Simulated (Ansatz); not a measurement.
Ansatz (an electronic-structure program) input (PBE0/def2-TZVPD):

Ansatz 0.2 input:
```yaml
crystal:
  periodic: [false, false, false]
  atoms:
    - {symbol: Si, position_ang: [1.21873828, 0.26545696, -0.20580658]}
    - {symbol: F, position_ang: [1.47542231, 0.25931362, 1.37372574]}
    - {symbol: O, position_ang: [-0.28933585, -0.24516195, -0.51316156]}
    - {symbol: Si, position_ang: [-1.91628694, -0.22924850, -0.25716289]}
    - {symbol: H, position_ang: [2.16949256, -0.67445962, -0.81973594]}
    - {symbol: H, position_ang: [1.39081143, 1.65319610, -0.67002582]}
    - {symbol: H, position_ang: [-2.54739629, -1.01258399, -1.35161950]}
    - {symbol: H, position_ang: [-2.21134050, -0.84559772, 1.06471462]}
basis:
  gaussian:
    orbitals: def2-TZVPD
hamiltonian:
  xc: {name: PBE0}
magnetization: {spin_polarized: true, initial_magnetization: 1}
output: {forces: true}
```

End of the output:

```
integrals: 0.13 GiB planned
1177 factors; their error is unknown
mean field: 1.58 GiB planned
mean field evaluation 1: about -20572.5509 eV, gradient 4.2e1 eV
mean field evaluation 2: about -20559.1186 eV, gradient 7.4e1 eV
mean field evaluation 4: about -20577.9560 eV, gradient 5.1e0 eV
mean field evaluation 8: about -20578.0494 eV, gradient 3.5e-2 eV
mean field evaluation 16: about -20578.0494 eV, gradient 1.9e-5 eV
mean field -20578.04940528 eV, -756.2293673412 hartree, gradient 1.9e-5 eV, S^2 0.752131; 0 other end points of the search recorded, 0 dependent functions left out
the calculation of the forces begins
reference -20578.04944574 eV, -756.2293688282 hartree; 25, 24 occupied and 177, 178 virtual orbitals, 1177 factors
Total energy: -20578.04944574 eV, -756.2293688282 hartree
Atom 0 at     1.218738     0.265457    -0.205807 Å, force    -0.176136    -0.049985     0.208935 eV/Å
Atom 1 at     1.475422     0.259314     1.373726 Å, force    -0.022079    -0.000550    -0.175776 eV/Å
Atom 2 at    -0.289336    -0.245162    -0.513162 Å, force    -0.020045     0.027463     0.034600 eV/Å
Atom 3 at    -1.916287    -0.229248    -0.257163 Å, force     0.191980     0.016806    -0.021394 eV/Å
Atom 4 at     2.169493    -0.674460    -0.819736 Å, force     0.056651    -0.062046    -0.030864 eV/Å
Atom 5 at     1.390811     1.653196    -0.670026 Å, force     0.012094     0.087145    -0.021893 eV/Å
Atom 6 at    -2.547396    -1.012584    -1.351619 Å, force    -0.025165    -0.011801    -0.039125 eV/Å
Atom 7 at    -2.211340    -0.845598     1.064715 Å, force    -0.017300    -0.007030     0.045517 eV/Å
Dipole moment:    -0.063336     0.018362    -0.217619 e Å
```

It need not be the lowest isomer of its formula.
